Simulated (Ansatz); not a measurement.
Ansatz (an electronic-structure program) input (PBE0/6-31G*):

Ansatz 0.2 input:
```yaml
crystal:
  periodic: [false, false, false]
  atoms:
    - {symbol: O, position_ang: [0.81304685, 0.72050434, -1.04385491]}
    - {symbol: B, position_ang: [0.76373076, -0.03928138, -0.01959708]}
    - {symbol: O, position_ang: [1.50716712, -0.74769880, 0.86066926]}
    - {symbol: Si, position_ang: [-1.37953648, 0.06297649, 0.04610440]}
    - {symbol: H, position_ang: [2.45750409, -0.69111521, 0.69475895]}
    - {symbol: H, position_ang: [-1.77530445, 1.47005849, 0.24135934]}
    - {symbol: H, position_ang: [-1.83586200, -0.76237301, 1.19688091]}
    - {symbol: H, position_ang: [-1.91319238, -0.48427859, -1.21499027]}
basis:
  gaussian:
    orbitals: 6-31G*
hamiltonian:
  xc: {name: PBE0}
magnetization: {spin_polarized: true, initial_magnetization: 1}
```

Output:

```
Functional definition: PBE0
integrals: 0.02 GiB planned
685 factors; integrals over basis functions are off by at most 1.3e-3 eV
0.14 GiB of the device are held for the grids
0.66 GiB of device memory are held for the factors and their scratch space
mean field: 0.20 GiB planned
mean field evaluation 1: about -12698.3635 eV, gradient 4.1e1 eV
mean field evaluation 2: about -12682.1785 eV, gradient 7.4e1 eV
mean field evaluation 4: about -12704.2541 eV, gradient 4.6e0 eV
mean field evaluation 8: about -12704.3566 eV, gradient 1.5e-1 eV
mean field evaluation 16: about -12704.3569 eV, gradient 1.0e-4 eV
mean field -12704.35693236 eV, -466.8765059417 hartree, gradient 1.7e-5 eV, S^2 0.755950; 0 other end points of the search recorded, 0 dependent functions left out
reference -12704.35695627 eV, -466.8765068205 hartree; 20, 19 occupied and 52, 53 virtual orbitals, 685 factors
Total energy: -12704.35695627 eV, -466.8765068205 hartree
```

It need not be the lowest isomer of its formula.
